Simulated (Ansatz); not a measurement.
Reaction (formal hydrolysis of the Si–Cl bond): `C[SiH](Cl)Br` + H₂O → `C[SiH](O)Br` + HCl

Computed with Ansatz on PBE0-D4/def2-TZVP structures; ΔE is electronic, products minus reactants. CBS: MP2 limit from def2 TZ/QZ plus the TZ coupled-cluster correction, frozen cores. This one scheme is used for every species. DFT in def2-TZVPP. B3LYP here is the variant with VWN-RPA as its local correlation; programs differ in this. HSE06 is defined as in plane-wave codes. For Br outer-core shells are correlated without core-valence functions, which leaves a few kJ/mol of doubt a bond. Scalar relativity is left out up to krypton. One conformer a species, not always the lowest.

```
             level  ΔE (kJ/mol)  difference from CCSD(T)/CBS
       LDA (SPW92)         -3.5                         -4.2
           BLYP-D4         -2.9                         -3.6
         r2SCAN-D4         -2.0                         -2.7
            B97M-V         -2.9                         -3.6
           PBE0-D4          3.6                          2.9
          B3LYP-D4         -3.3                         -4.0
        r2SCANh-D4         -1.7                         -2.4
        r2SCAN0-D4         -1.3                         -2.0
          HSE06-D4          3.8                          3.1
          BHLYP-D4         -4.5                         -5.2
      CAM-B3LYP-D4         -8.4                         -9.1
           ωB97X-V         -2.8                         -3.5
           ωB97M-V         -2.2                         -2.9
            B2PLYP         -5.5                         -6.2
          PBE-QIDH          0.6                         -0.1
               PBE          2.1                          1.4
            revPBE          3.5                          2.8
              BLYP         -6.7                         -7.4
            r2SCAN         -2.4                         -3.1
              PBE0          1.8                          1.1
             B3LYP         -6.7                         -7.4
           r2SCANh         -2.1                         -2.8
           r2SCAN0         -1.8                         -2.5
             HSE06          2.0                          1.3
             BHLYP         -8.5                         -9.2
         CAM-B3LYP        -10.4                        -11.1
           LC-ωPBE         -2.7                         -3.4
RPA@PBE/def2-TZVPP         -7.2                         -7.9
       HF/def2-SVP         -3.8                         -4.5
      MP2/def2-SVP         -2.4                         -3.1
  CCSD(T)/def2-SVP         -3.7                         -4.4
     HF/def2-TZVPP        -11.0                        -11.7
    MP2/def2-TZVPP         -0.5                         -1.2
SCS-MP2/def2-TZVPP         -4.4                         -5.1
   CCSD/def2-TZVPP         -6.7                         -7.4
CCSD(T)/def2-TZVPP         -5.2                         -5.9
    MP2/def2-QZVPP          2.9                          2.2
SCS-MP2/def2-QZVPP         -1.1                         -1.8
     MP2/CBS(def2)          5.5                          4.8
    CCSD/CBS(def2)         -0.7                         -1.4
       CCSD(T)/CBS          0.7                            0
```

Largest T1 diagnostic among the species: 0.009.

In def2-TZVPP, CCSD(T) changes the Hartree–Fock value by +5.8 kJ/mol (the triples alone add +1.5 kJ/mol) and MP2 by +10.5 kJ/mol. The D4 term adds +3.4 kJ/mol with B3LYP and +1.8 kJ/mol with PBE0; it sums over pairs of atoms, weighted by their polarisabilities, and B3LYP, whose exchange is more repulsive, gets the larger term. At CCSD(T), def2-SVP lies −4.4 kJ/mol from the extrapolated value and def2-TZVPP −6.0 kJ/mol.
